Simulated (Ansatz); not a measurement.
Two isomers of CH5F2NOSi: A = `NC(F)O[SiH2]F`, B = `N[C@@H](F)[Si@@H](O)F`.

Computed with Ansatz on PBE0-D4/def2-TZVP structures; ΔE is electronic, products minus reactants. CBS: MP2 limit from def2 TZ/QZ plus the TZ coupled-cluster correction, frozen cores. DFT in def2-TZVPP. B3LYP here is the variant with VWN-RPA as its local correlation; programs differ in this. One conformer a species, not always the lowest.

Problem. Which is lower in electronic energy at CCSD(T)/CBS, and by how much? (Estimate.)

Solution. Ansatz gave: B, by 25.7 kJ/mol.

Problem. Give E(B) − E(A) in kJ/mol with ωB97M-V, HF/def2-TZVPP, B3LYP-D4, PBE0-D4, MP2/def2-TZVPP, B3LYP, B2PLYP. (Estimate.)

Solution. Computed: ωB97M-V -23.9, HF/def2-TZVPP -2.4, B3LYP-D4 -24.9, PBE0-D4 -25.3, MP2/def2-TZVPP -23.5, B3LYP -22.5, B2PLYP -22.2. None reverses the order clearly.

Largest T1 diagnostic: 0.012.

From PBE to PBE0 (25 % exact exchange), in def2-TZVPP and without D4, E(B) − E(A) moves by +4.5 kJ/mol. In def2-TZVPP, CCSD(T) changes the Hartree–Fock value by −17.5 kJ/mol (the triples alone add −1.2 kJ/mol) and MP2 by −21.1 kJ/mol.
